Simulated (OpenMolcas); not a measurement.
# 2s2 2p3 along the 7-electron sequence

| Quantity | Value |
| --- | --- |
| Program | OpenMolcas |
| Method | CASSCF |
| Basis | ANO-RCC-VTZP |
| Scalar Hamiltonian | DKH2, point nucleus |
| Spin-orbit coupling | RASSI with atomic mean-field integrals over the reference wave functions, term energies averaged over their components |

Active space for each ion: 3 electrons in 3 orbitals (2p).

Computed levels in cm-1 above 4S* 3/2:

```csv
Level,O+,F2+,Ne3+
2D* 3/2,30471,37610,44957
2D* 5/2,30473,37617,44976
2P* 1/2,50502,62416,74696
2P* 3/2,50505,62425,74721
weight of 4S* in the lowest level (%),100,100,100
```

Measured, with the error of the calculation in %. Measured levels: O+ from NIST Handbook of Basic Atomic Spectroscopic Data.

```tsv
Level	O+
2D* 3/2	26831 (+13.6)
2D* 5/2	26811 (+13.7)
2P* 1/2	40470 (+24.8)
2P* 3/2	40468 (+24.8)
```

2D* 3/2 changes by a factor of 1.48 over the same range, with steps per unit of Z of +7140, +7350 cm-1.

With the s shell closed, the reference lacks s² → p² mixing. Without dynamic correlation excited terms often stand tens of per cent too high (terms of higher spin than the ground term too low), and those without a measured partner can miss by more than the paired ones (holds for O+). Measured partners are found by configuration, term and J. A level has none where our copy of the source lacks it or the pairing is in doubt (some pairs that miss far off the trend of their configuration count as doubtful), and it then counts in no deviation. Only configurations of the active space appear.

* marks odd parity.
